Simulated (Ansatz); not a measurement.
`CO[SiH](S)Cl` + `O[SiH3]` → `CO[SiH](Cl)O[SiH3]` + H₂S  (ligand exchange at the Si–S bond)

Computed with Ansatz on PBE0-D4/def2-TZVP structures; ΔE is electronic, products minus reactants. CCSD(T)/CBS is the MP2 limit (def2-TZVPP, def2-QZVPP) plus CCSD(T) − MP2 in def2-TZVPP, frozen cores. This one scheme is used for every species. Functionals use def2-TZVPP. B3LYP here is the variant with VWN-RPA as its local correlation; programs differ in this. Each species was taken in one conformer, which may not be the lowest.

```json
{"level": "r2SCAN-D4", "ΔE (kcal/mol)": "-16.8", "difference from CCSD(T)/CBS": "1.0"}
{"level": "ωB97X-V", "ΔE (kcal/mol)": "-17.6", "difference from CCSD(T)/CBS": "0.2"}
{"level": "PBE", "ΔE (kcal/mol)": "-13.3", "difference from CCSD(T)/CBS": "4.5"}
{"level": "PBE0", "ΔE (kcal/mol)": "-14.8", "difference from CCSD(T)/CBS": "3.0"}
{"level": "B3LYP", "ΔE (kcal/mol)": "-17.9", "difference from CCSD(T)/CBS": "-0.1"}
{"level": "HF/def2-TZVPP", "ΔE (kcal/mol)": "-22.6", "difference from CCSD(T)/CBS": "-4.8"}
{"level": "MP2/def2-TZVPP", "ΔE (kcal/mol)": "-17.4", "difference from CCSD(T)/CBS": "0.4"}
{"level": "SCS-MP2/def2-TZVPP", "ΔE (kcal/mol)": "-18.7", "difference from CCSD(T)/CBS": "-0.9"}
{"level": "CCSD/def2-TZVPP", "ΔE (kcal/mol)": "-19.4", "difference from CCSD(T)/CBS": "-1.6"}
{"level": "CCSD(T)/def2-TZVPP", "ΔE (kcal/mol)": "-18.5", "difference from CCSD(T)/CBS": "-0.7"}
{"level": "HF/def2-QZVPP", "ΔE (kcal/mol)": "-23.3", "difference from CCSD(T)/CBS": "-5.5"}
{"level": "MP2/def2-QZVPP", "ΔE (kcal/mol)": "-17.2", "difference from CCSD(T)/CBS": "0.6"}
{"level": "SCS-MP2/def2-QZVPP", "ΔE (kcal/mol)": "-18.5", "difference from CCSD(T)/CBS": "-0.7"}
{"level": "HF/CBS(def2)", "ΔE (kcal/mol)": "-23.4", "difference from CCSD(T)/CBS": "-5.6"}
{"level": "MP2/CBS(def2)", "ΔE (kcal/mol)": "-16.7", "difference from CCSD(T)/CBS": "1.1"}
{"level": "CCSD/CBS(def2)", "ΔE (kcal/mol)": "-18.7", "difference from CCSD(T)/CBS": "-0.9"}
{"level": "CCSD(T)/CBS", "ΔE (kcal/mol)": "-17.8", "difference from CCSD(T)/CBS": "0"}
```

Largest T1 diagnostic among the species: 0.011.

In def2-TZVPP, CCSD(T) changes the Hartree–Fock value by +4.2 kcal/mol (the triples alone add +0.9 kcal/mol) and MP2 by +5.2 kcal/mol. From PBE to PBE0 (25 % exact exchange), in def2-TZVPP and without D4, ΔE moves by −1.6 kcal/mol.
